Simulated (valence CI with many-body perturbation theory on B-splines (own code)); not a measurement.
## Which ion has this spectrum?

A relativistic CI+MBPT calculation for an atom or ion with 24 electrons gives these levels (eV):

| J | Parity | E | g |
| --- | --- | --- | --- |
| 4 | even | 0.000 | 1.26 |
| 2 | even | 6.682 | 1.29 |
| 0 | even | 21.366 |  |
| 3 | even | 39.958 | 1.36 |
| 4 | even | 41.990 | 1.17 |
| 1 | even | 44.182 | 1.31 |
| 5 | even | 49.027 | 1.12 |
| 6 | even | 49.038 | 1.10 |
| 2 | even | 54.777 | 0.96 |
| 3 | even | 55.976 | 1.06 |
| 0 | even | 64.952 |  |
| 4 | even | 67.709 | 1.04 |
| 2 | even | 67.766 | 1.12 |
| 1 | even | 68.345 | 1.14 |

The energies are calculated, and their last digits are not significant.

(1) Which is it?
A. Er44+
B. Ho43+
C. Tb41+
D. Dy42+

## Answers

(1) A. Er44+, ground level (3d3/2^4 3d5/2^2) J=4.
